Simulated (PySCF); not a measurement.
## Cu (copper, neutral) across methods

[Ar] 3d10 4s1, 2S determinant. Computed with PySCF 2.14 in x2c-TZVPPall, with the spin-free X2C one-electron Hamiltonian (Gaussian nucleus).

| method | E (hartree) | mean ε 3d α (eV) | mean ε 3d β (eV) | mean ε 4s α (eV) | Σ⟨r²⟩ (bohr²) | ⟨S²⟩ |
| --- | --- | --- | --- | --- | --- | --- |
| r2SCAN | -1654.726 | -5.081 | -4.939 | -5.323 | 30.81 | 0.754 |
| M06-L | -1654.672 | -4.852 | -4.718 | -4.788 | 30.28 | 0.752 |
| PBE | -1654.527 | -5.093 | -4.936 | -5.023 | 31.15 | 0.753 |
| wB97X | -1654.798 | -9.742 | -9.655 | -7.379 | 30.79 | 0.750 |
| BHandHLYP | -1654.684 | -9.258 | -9.214 | -6.027 | 30.77 | 0.751 |
| LDA | -1651.897 | -5.372 | -5.221 | -5.195 | 30.85 | 0.752 |
| UHF | -1653.13268 | -13.006 | -13.129 | -6.708 | 31.65 | 0.752 |
| PBE0 | -1654.508 | -7.125 | -7.041 | -5.565 | 30.86 | 0.752 |

Question: Estimate the same row for M06.

Answer: E (hartree) = -1654.749; mean ε 3d α (eV) = -7.510; mean ε 3d β (eV) = -7.434; mean ε 4s α (eV) = -5.664; Σ⟨r²⟩ (bohr²) = 30.24; ⟨S²⟩ = 0.750.
